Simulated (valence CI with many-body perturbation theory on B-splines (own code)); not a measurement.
Ir³⁵⁺: calculated level list

Level of theory: relativistic CI+MBPT: six valence electrons over a frozen Dirac-Fock core [Kr], radial functions for each j: 7 s, 7 p, 8 d, 6 f, 4 g, 1 h, with the one-electron correlation potential Σ1 (screened to all orders), the two-electron term Σ2, the three-electron term Σ3, Breit, model QED; selected single and double excitations, second order for the rest, scaled by the run's own slope (own B-spline code, finite nucleus).

The last digits are not significant, and no measured levels were compared; by estimate large intervals hold to a few tenths of a per cent, small ones and those within an open d or f shell to about a per cent. Core correlation moves these levels by up to 8800 cm⁻¹, and in measured spectra 5 to 20 % of such shifts remained as error; rates that hang on mixing are uncertain with them. Among the levels kept, up to 730 cm⁻¹ of a level comes from second order outside the variational space, and about a tenth of that is noise between levels of different J, which matters for small intervals. Only levels of the ground parity were solved; by the run's estimate the other parity begins above the list, which can be wrong where configurations are misplaced.

Levels 1 to 34 of 34, with energies above the lowest level, (4d3/2^4 4d5/2^2) J=4. "Leading %" is the weight of the configuration and term that name the level; weights of strongly mixed levels are sums over their largest components and can fall short. In the jj column 3d3/2^4 stands for four electrons in 3d with j = 3/2.

```
No.  Configuration  Term  J  E (cm⁻¹)  Leading %      g              Leading jj  Second component
  1            4d6    3F  4         0         39  1.264  4d3/2^4 4d5/2^2 (96 %)       34 % 4d6 5D
  2            4d6    3P  2     22874         40  1.284  4d3/2^4 4d5/2^2 (96 %)       20 % 4d6 3D
  3            4d6    3P  0     76711         51         4d3/2^4 4d5/2^2 (88 %)       29 % 4d6 1S
  4            4d6    5D  3    147940         66  1.367  4d3/2^3 4d5/2^3 (96 %)       22 % 4d6 3F
  5            4d6    5D  4    155810         43  1.174  4d3/2^3 4d5/2^3 (95 %)       23 % 4d6 3H
  6            4d6    5D  1    163080         50  1.304  4d3/2^3 4d5/2^3 (96 %)       30 % 4d6 3P
  7            4d6    3G  5    182380         60  1.130  4d3/2^3 4d5/2^3 (99 %)       39 % 4d6 3H
  8            4d6    3H  6    184650         67  1.109  4d3/2^3 4d5/2^3 (99 %)       32 % 4d6 1I
  9            4d6    3F  2    201190         49  0.971  4d3/2^3 4d5/2^3 (95 %)       23 % 4d6 1D
 10            4d6    3D  3    206170         30  1.056  4d3/2^3 4d5/2^3 (97 %)       28 % 4d6 3G
 11            4d6    3P  0    233380         71         4d3/2^3 4d5/2^3 (85 %)       22 % 4d6 1S
 12            4d6    3P  1    245460         60  1.174  4d3/2^3 4d5/2^3 (95 %)       32 % 4d6 3D
 13            4d6    3D  2    246910         35  1.127  4d3/2^3 4d5/2^3 (88 %)       20 % 4d6 3F
 14            4d6    1G  4    248680         41  1.048  4d3/2^3 4d5/2^3 (94 %)       30 % 4d6 3G
 15            4d6    3F  3    255590         55  1.066  4d3/2^3 4d5/2^3 (98 %)       37 % 4d6 1F
 16            4d6    5D  2    318370         59  1.444  4d3/2^2 4d5/2^4 (95 %)       30 % 4d6 3P
 17            4d6    5D  0    328950         60         4d3/2^2 4d5/2^4 (94 %)       38 % 4d6 1S
 18            4d6    3H  4    340500         41  1.099  4d3/2^2 4d5/2^4 (97 %)       38 % 4d6 3F
 19            4d6    5D  3    349140         27  1.202  4d3/2^2 4d5/2^4 (92 %)       25 % 4d6 3D
 20            4d6    3H  5    354490         60  1.095  4d3/2^2 4d5/2^4 (99 %)       39 % 4d6 3G
 21            4d6    1I  6    367940         67  1.050  4d3/2^2 4d5/2^4 (99 %)       32 % 4d6 3H
 22            4d6    3F  3    372100         41  0.969  4d3/2^2 4d5/2^4 (97 %)       41 % 4d6 3G
 23            4d6    3D  1    379620         48  1.011  4d3/2^2 4d5/2^4 (94 %)       45 % 4d6 3P
 24            4d6    1G  4    389900         52  1.050  4d3/2^2 4d5/2^4 (95 %)       28 % 4d6 3G
 25            4d6    3F  2    391330         34  1.050  4d3/2^2 4d5/2^4 (94 %)       31 % 4d6 3P
 26            4d6    3F  2    427390         68  0.875  4d3/2^2 4d5/2^4 (97 %)       18 % 4d6 3P
 27            4d6    3F  4    440680         62  1.159  4d3/2^2 4d5/2^4 (96 %)       31 % 4d6 1G
 28            4d6    1D  2    495480         80  1.023  4d3/2^2 4d5/2^4 (95 %)        8 % 4d6 3P
 29            4d6    3P  1    510560         63  1.497    4d3/2 4d5/2^5 (97 %)       36 % 4d6 5D
 30            4d6    1S  0    546560         77         4d3/2^2 4d5/2^4 (89 %)       19 % 4d6 3P
 31            4d6    1G  4    553300         41  1.029    4d3/2 4d5/2^5 (95 %)       22 % 4d6 3F
 32            4d6    3P  2    568670         34  1.194    4d3/2 4d5/2^5 (95 %)       26 % 4d6 1D
 33            4d6    3F  3    574590         39  1.066    4d3/2 4d5/2^5 (96 %)       25 % 4d6 1F
 34            4d6    3P  0    726860         57                 4d5/2^6 (93 %)       31 % 4d6 1S
```

The ionisation energy to 4d5 4P_5/2 of the next ion comes out as 1549.6 eV (NIST: 1548 ± 5 eV (theoretical)). All 34 levels together are meant to be complete up to 754850 cm⁻¹.
